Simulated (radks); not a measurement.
Species: Ir I. Configuration: [Xe] 4f14 5d6 6s2 5f1 (not the ground configuration). All-electron calculation, Dirac Kohn-Sham, BP86, spin-unpolarised, spherical densities, finite nucleus; open shells fill j = l - 1/2 first; Fermi nuclear charge, rms radius 5.4032 fm. Program: a radial shooting solver on a logarithmic mesh with Libxc functionals. Some entries of the table are withheld. Estimate them.

orbital  occ.  eigenvalue (eV)  r(max) (bohr)
1s1/2       2        -76001.73        0.01082
2s1/2       2              (1)        0.06251
2p1/2       2        -12738.91        0.04620
2p3/2       4        -11110.85        0.05335
3s1/2       2        -3116.479         0.1759
3p1/2       2        -2866.920         0.1644
3p3/2       4        -2510.473         0.1790
3d3/2       4        -2092.182            (2)
3d5/2       6        -2015.158            (3)
4s1/2       2        -672.2621         0.3977
4p1/2       2        -566.7958         0.3964
4p3/2       4        -482.4885         0.4268
4d3/2       4        -309.2525         0.4211
4d5/2       6        -293.6047         0.4305
5s1/2       2        -107.2334         0.8911
5p1/2       2              (4)         0.9461
4f5/2       6         -73.3612         0.3926
4f7/2       8         -70.2405         0.3973
5p3/2       4              (5)          1.026
5d3/2       4         -16.5277          1.264
5d5/2       2         -15.1926          1.303
6s1/2       2         -13.0233          2.288
5f5/2       1          -0.4895          15.45

Answer. 
(1) 2s1/2 eigenvalue (eV): -13293.76
(2) 3d3/2 r(max) (bohr): 0.1397
(3) 3d5/2 r(max) (bohr): 0.1437
(4) 5p1/2 eigenvalue (eV): -74.0092
(5) 5p3/2 eigenvalue (eV): -60.3054
